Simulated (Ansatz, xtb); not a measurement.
# C6H9N: which of two isomers lies lower

We compare X, `C#C[C@H]1C[C@@H](N)C1`, a singlet, with Y, `C#C[C@@H]1CC[C@H]1N`, a singlet. Both are isolated molecules in the gas phase, relaxed with B3LYP-D3(BJ)/def2-SVP; the shapes shown needn't be the lowest conformers.

X (Å):

| atom | x (Å) | y (Å) | z (Å) |
| --- | --- | --- | --- |
| C | -3.6334 | -1.0361 | -0.4169 |
| C | -2.4401 | -1.0658 | -0.2044 |
| C | -1.0060 | -1.0763 | 0.0307 |
| C | -0.0381 | -1.0831 | -1.1907 |
| C | 0.8938 | -0.1165 | -0.3972 |
| C | -0.3074 | 0.2328 | 0.5090 |
| N | 1.5829 | 0.9857 | -1.0198 |
| H | -4.6904 | -1.0134 | -0.6014 |
| H | -0.7530 | -1.9056 | 0.7125 |
| H | 0.3580 | -2.0553 | -1.5213 |
| H | -0.4948 | -0.5668 | -2.0496 |
| H | 1.6323 | -0.7048 | 0.1739 |
| H | 2.3587 | 0.6589 | -1.5957 |
| H | 0.9536 | 1.5012 | -1.6363 |
| H | -0.1328 | 0.3594 | 1.5871 |
| H | -0.8407 | 1.1173 | 0.1269 |

Y (Å):

```yaml
atoms:
  - { symbol: C, position_ang: [-3.3743, 0.4632, -0.6080] }
  - { symbol: C, position_ang: [-2.2969, -0.0900, -0.6712] }
  - { symbol: C, position_ang: [-0.9948, -0.7310, -0.7242] }
  - { symbol: C, position_ang: [-0.4872, -1.5748, 0.4838] }
  - { symbol: C, position_ang: [0.9300, -1.0117, 0.2227] }
  - { symbol: C, position_ang: [0.2901, 0.1406, -0.5839] }
  - { symbol: N, position_ang: [0.9327, 0.5162, -1.8250] }
  - { symbol: H, position_ang: [-4.3309, 0.9469, -0.5558] }
  - { symbol: H, position_ang: [-0.8956, -1.3153, -1.6543] }
  - { symbol: H, position_ang: [-0.9160, -1.2115, 1.4289] }
  - { symbol: H, position_ang: [-0.6318, -2.6625, 0.4209] }
  - { symbol: H, position_ang: [1.5084, -1.6604, -0.4526] }
  - { symbol: H, position_ang: [1.5482, -0.7458, 1.0926] }
  - { symbol: H, position_ang: [0.0623, 0.9875, 0.0959] }
  - { symbol: H, position_ang: [1.8258, 0.9729, -1.6318] }
  - { symbol: H, position_ang: [0.3632, 1.2103, -2.3131] }
```

Q: Estimate which is lower in electronic energy at CCSD(T)/def2-SVP + ΔMP2/def2-TZVPP, and by roughly how much.

A: CCSD(T)/def2-SVP + ΔMP2/def2-TZVPP gives E(Y) − E(X) = −0.004 eV, slightly favouring structure Y, which is too small a margin to settle the true order.

How the difference moves with the method:

```csv
level,geometry,E(Y) − E(X) (eV),departure from the last row (eV),"job, with rough time for the two"
B3LYP-D3(BJ)/def2-SVP,B3LYP-D3(BJ)/def2-SVP,0.000,+0.004,"optimisation, 1.7 min"
HF/def2-SVP,B3LYP-D3(BJ)/def2-SVP,−0.006,−0.002,part of the CCSD(T) run
MP2/def2-SVP,B3LYP-D3(BJ)/def2-SVP,−0.017,−0.013,part of the CCSD(T) run
CCSD(T)/def2-SVP,B3LYP-D3(BJ)/def2-SVP,−0.015,−0.012,single point
CCSD(T)/def2-SVP + ΔMP2/def2-TZVPP,B3LYP-D3(BJ)/def2-SVP,−0.004,,"single point, 3.1 min"
```

As drawn, both hold the same kinds of bond in the same numbers.

The largest departure from CCSD(T)/def2-SVP + ΔMP2/def2-TZVPP is that of MP2/def2-SVP, 0.013 eV. No reliable frequencies are at hand for X, so it isn't confirmed as a minimum. Levels run at GFN2-xTB geometries aren't shown. The last row adds to CCSD(T) the change of the MP2 difference between the two basis sets, here +0.012 eV.

The correlated steps freeze 7 core orbitals. Programs: Ansatz 0.2.0, xtb 6.7.1; the last row on 2 threads of Arm Neoverse V1 on a shared host.
